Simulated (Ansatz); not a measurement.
Species: H3BO3, SMILES `OB(O)O` (charge 0, multiplicity 1).

**Question.** Give a relaxed geometry from Ansatz (an electronic-structure program) with PBE0-D3(BJ)/def2-TZVP.

**Answer.** One answer among several that fit: the end point of this relaxation, one of several conformers (outside a Z-matrix the atoms follow the SMILES, hydrogens last).
Z-matrix (Å, degrees):
```
B
O 1 1.3600
H 2 0.9591 1 111.63
O 1 1.3668 2 116.48 3 -180.00
H 4 0.9566 1 115.33 2 -179.99
O 1 1.3763 2 118.30 3 0.00
H 6 0.9572 1 115.82 2 -179.99
```
